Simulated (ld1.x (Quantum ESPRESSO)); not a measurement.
**Configuration tests for aluminium (Al) (ultrasoft)**

* Element: aluminium (Al)
* Generator: ld1.x (Quantum ESPRESSO) 7.5
* Type: ultrasoft
* Functional: LDA (PZ)
* Relativity: scalar-relativistic
* Frozen core: [Ne]
* Valence charge: 3
* Reference configuration: 3s2 3p1
* Partial waves: 3s (bound): rcut 1.90, rcutus 2.20 bohr; 3s channel at -0.2 Ry: rcut 1.90, rcutus 2.20 bohr; 3p (bound): rcut 1.90, rcutus 2.50 bohr; 3p channel at 0.15 Ry: rcut 1.90, rcutus 2.50 bohr
* Local potential: all-electron potential smoothed inside 1.70 bohr (lloc = -1)
* Core correction: Bessel-smoothed model core, default radius (core density twice the valence density)
* Augmentation charge: PSQ, radius 2.00 bohr

Energies are relative to the spin-unpolarised reference configuration 3s2 3p1; without spin polarisation the order of configurations can differ from experiment. Spin-polarised rows fill each open shell by Hund’s rule, majority spin first.

Problem. Give the all-electron excitation energy and the error of the potential for: 3s2 3p0; 3s1 3p0; 3s2 3p0.5; 3s1 3p1; 3s1 3p2; 3s2 3p1.3; 3s0 3p3; 3s2 3p1 (spin-polarised); 3s1 3p0 (spin-polarised).

Solution.

```
   valence configuration  charge  ΔE all-electron (eV)  error AE − PS (meV)
                 3s2 3p0      +1                 5.847                 +0.1
                 3s1 3p0      +2                25.224                  -10
               3s2 3p0.5    +0.5                 2.125                  0.0
                 3s1 3p1      +1                11.666                 -5.0
                 3s1 3p2       0                 5.155                 -2.8
               3s2 3p1.3    -0.3                -0.598                 +0.1
                 3s0 3p3       0                10.505                  -11
3s2 3p1 (spin-polarised)       0                -0.136                 +0.1
3s1 3p0 (spin-polarised)      +2                24.797                  -15
```

Levels in the configuration 3s2 3p0.5:

```
level  all-electron (eV)  pseudo (eV)
   3s            -11.184      -11.184
   3p             -5.784       -5.784
```
